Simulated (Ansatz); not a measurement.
The same path of ClF₄HZr (7 atoms, charge 0, multiplicity 1) was run 3 times with different band settings. Lost on the way: Cl6–H7. Made: F2–H7.

Method: RKS r2SCAN/def2-SVP (Ansatz 0.2.0).

Relaxed end points:

```xyz
7
Properties=species:S:1:pos:R:3
Zr 0.032 0.000 -0.008
F 0.185 0.000 1.915
F 1.847 0.000 -0.559
F -0.661 1.596 -0.782
F -0.661 -1.596 -0.782
Cl -2.708 0.000 1.248
H -2.018 0.000 2.344
```

```xyz
7
Properties=species:S:1:pos:R:3
Zr -0.427 0.162 -0.129
F -0.298 -0.908 2.002
F 1.329 0.705 0.333
F -0.742 1.137 -1.721
F -0.550 -1.633 -0.727
Cl -2.244 1.001 1.248
H -1.053 -0.464 2.370
```

Common settings: movable images 7; climbing image yes; spring 5.0 eV/Å²; optimiser quadratic models (default); start path through a guess of the saddle point; iteration limit 60; end points relaxed.

| run | force threshold |
| --- | --- |
| 1 | 0.05 eV/Å |
| 2 | 0.2 eV/Å |
| 3 | 0.5 eV/Å |

(1) What does each run give, and how far can it be trusted?

Answers

(1) Run 1: converged after 11 iterations, highest image 0.252 eV above the first end. A vibrational analysis at the climbing image gives one clearly imaginary mode, 304i cm⁻¹: a first-order saddle point.
Run 2: converged after 10 iterations, highest image 0.253 eV above the first end. The threshold of 0.2 eV/Å is loose, so the images may lie well off the minimum-energy path. Another band between the same ends (7 images) ends at a top of the same energy, where a vibrational analysis finds 1 clearly imaginary mode.
Run 3: converged after 6 iterations, highest image 0.257 eV above the first end. The threshold of 0.5 eV/Å is loose, so the images may lie well off the minimum-energy path. The order of the point at the top wasn't checked.
The orbitals stay closed-shell, which can raise the energy where a bond breaks towards radicals; this wasn't checked here.
